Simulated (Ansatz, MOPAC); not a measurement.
System: H6SiNO3, net charge 1, singlet state. SMILES: N[Si](O)(O)[OH2+]

Atoms: N1, Si2, O3, O4, O5, H6, H7, H8, H9, H10, H11. Bonds: N1-Si2, N1-H6, N1-H7, Si2-O3, Si2-O4, Si2-O5, O3-H8, O4-H9, O5-H10, O5-H11.

Bond lengths (Å) and angles (degrees) optimised at PM3 with MOPAC; PM7 with MOPAC; HF/3-21G with Ansatz (an electronic-structure program); B3LYP/LANL2DZ with Ansatz, each started from the B3LYP-D3(BJ)/def2-TZVP structure (Ansatz) of the last column. A row stands for all coordinates that are equal there; 11 of 24 kinds are shown. No wavenumbers were computed at B3LYP/LANL2DZ, so these may be saddle points.

```json
[
 {"coordinate": "N1-Si2", "PM3": "1.732", "PM7": "1.691", "HF/3-21G": "1.683", "B3LYP/LANL2DZ": "1.679", "B3LYP-D3(BJ)/def2-TZVP": "1.658"},
 {"coordinate": "N1-H6", "PM3": "0.997", "PM7": "1.019", "HF/3-21G": "1.003", "B3LYP/LANL2DZ": "1.015", "B3LYP-D3(BJ)/def2-TZVP": "1.009"},
 {"coordinate": "N1-H7", "PM3": "0.996", "PM7": "1.016", "HF/3-21G": "1.003", "B3LYP/LANL2DZ": "1.014", "B3LYP-D3(BJ)/def2-TZVP": "1.008"},
 {"coordinate": "Si2-O3", "PM3": "1.655", "PM7": "1.543", "HF/3-21G": "1.616", "B3LYP/LANL2DZ": "1.641", "B3LYP-D3(BJ)/def2-TZVP": "1.607"},
 {"coordinate": "Si2-O4", "PM3": "1.653", "PM7": "1.542", "HF/3-21G": "1.616", "B3LYP/LANL2DZ": "1.619", "B3LYP-D3(BJ)/def2-TZVP": "1.595"},
 {"coordinate": "Si2-O5", "PM3": "1.797", "PM7": "1.826", "HF/3-21G": "1.791", "B3LYP/LANL2DZ": "1.865", "B3LYP-D3(BJ)/def2-TZVP": "1.843"},
 {"coordinate": "O3-H8", "PM3": "0.944", "PM7": "0.971", "HF/3-21G": "0.957", "B3LYP/LANL2DZ": "0.967", "B3LYP-D3(BJ)/def2-TZVP": "0.962"},
 {"coordinate": "O4-H9", "PM3": "0.945", "PM7": "0.973", "HF/3-21G": "0.957", "B3LYP/LANL2DZ": "0.963", "B3LYP-D3(BJ)/def2-TZVP": "0.961"},
 {"coordinate": "N1-Si2-O3", "PM3": "123.9", "PM7": "119.4", "HF/3-21G": "115.4", "B3LYP/LANL2DZ": "119.8", "B3LYP-D3(BJ)/def2-TZVP": "120.2"},
 {"coordinate": "N1-Si2-O4", "PM3": "114.6", "PM7": "113.2", "HF/3-21G": "115.4", "B3LYP/LANL2DZ": "110.2", "B3LYP-D3(BJ)/def2-TZVP": "109.3"},
 {"coordinate": "N1-Si2-O5", "PM3": "102.5", "PM7": "106.1", "HF/3-21G": "112.7", "B3LYP/LANL2DZ": "108.5", "B3LYP-D3(BJ)/def2-TZVP": "106.7"}
]
```

Mean signed difference of all 10 bond lengths from B3LYP-D3(BJ)/def2-TZVP: PM3 0.006 Å, PM7 0.000 Å, HF/3-21G -0.001 Å, B3LYP/LANL2DZ 0.014 Å.
